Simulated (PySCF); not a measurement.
C2H4Cl2Si2, SMILES [SiH](Cl)(Cl)C#C[SiH3].

Geometry: B3LYP-D3(BJ)/def2-SVP. This is a generated structure with no PubChem entry under its InChIKey; it may be hypothetical.

All values below come from TDA-PBE/def2-SVPD in PySCF.

Vertical excitations. Gas-phase values at a fixed geometry.

Computed excitation energies, oscillator strengths and character:
```json
[
 {"state": "S1", "energy (eV)": "5.20", "λ (nm)": "238", "f": "0.000", "main pairs": "HOMO→LUMO+1 66 %, HOMO−1→LUMO 34 %"},
 {"state": "S2", "energy (eV)": "5.35", "λ (nm)": "232", "f": "0.008", "main pairs": "HOMO→LUMO 55 %, HOMO−1→LUMO+1 44 %"},
 {"state": "S3", "energy (eV)": "5.35", "λ (nm)": "232", "f": "0.004", "main pairs": "HOMO−1→LUMO 65 %, HOMO→LUMO+1 34 %"},
 {"state": "S4", "energy (eV)": "5.79", "λ (nm)": "214", "f": "0.000", "main pairs": "HOMO−2→LUMO 99 %"},
 {"state": "S5", "energy (eV)": "5.82", "λ (nm)": "213", "f": "0.001", "main pairs": "HOMO−2→LUMO+1 97 %"},
 {"state": "S6", "energy (eV)": "5.87", "λ (nm)": "211", "f": "0.019", "main pairs": "HOMO−3→LUMO 93 %"},
 {"state": "S7", "energy (eV)": "5.95", "λ (nm)": "208", "f": "0.015", "main pairs": "HOMO−3→LUMO+1 96 %"},
 {"state": "S8", "energy (eV)": "6.12", "λ (nm)": "203", "f": "0.085", "main pairs": "HOMO−4→LUMO 87 %"},
 {"state": "S9", "energy (eV)": "6.16", "λ (nm)": "201", "f": "0.000", "main pairs": "HOMO−4→LUMO+1 99 %"},
 {"state": "S10", "energy (eV)": "6.39", "λ (nm)": "194", "f": "0.045", "main pairs": "HOMO−5→LUMO+1 94 %"},
 {"state": "T1", "energy (eV)": "4.37", "λ (nm)": "283", "f": "0", "main pairs": "HOMO→LUMO 56 %, HOMO−1→LUMO+1 37 %"},
 {"state": "T2", "energy (eV)": "4.70", "λ (nm)": "264", "f": "0", "main pairs": "HOMO→LUMO+1 50 %, HOMO−1→LUMO 47 %"},
 {"state": "T3", "energy (eV)": "4.70", "λ (nm)": "264", "f": "0", "main pairs": "HOMO−1→LUMO+1 59 %, HOMO→LUMO 38 %"},
 {"state": "T4", "energy (eV)": "5.19", "λ (nm)": "239", "f": "0", "main pairs": "HOMO−1→LUMO 51 %, HOMO→LUMO+1 49 %"}
]
```
Triplets are in the Tamm–Dancoff approximation.
